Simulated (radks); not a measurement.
Q: Spherical quantum dot in the effective-mass picture: electrons in a parabolic well V = omega^2 r^2 / 2 with omega = 3.12, with a point charge +1 (a donor) at the centre, all in effective atomic units (hartree* = m*/eps^2 hartree, bohr* = eps/m* bohr), one dielectric constant everywhere. Calculated with a radial shooting solver with Libxc functionals: non-relativistic Kohn-Sham, r2SCAN, spin-polarised, spherical densities, generalised Kohn-Sham scheme. Levels are named by radial order and angular momentum (1s, 1p, 1d, 2s, ...), and open shells are averaged over m. Results are scaled to m* = 0.417 and eps = 11.3, for which hartree* = 88.86 meV and bohr* = 1.434 nm. At N = 30 the configuration is 1s2 1p6 1d10 2s2 1f(up 7, down 3). Does electron 31 go into 2p up or 2p down or 1f down?

A: Into 1f down. The total energies of the other choices lie higher by 10.8 meV (2p up), 17.4 meV (2p down).
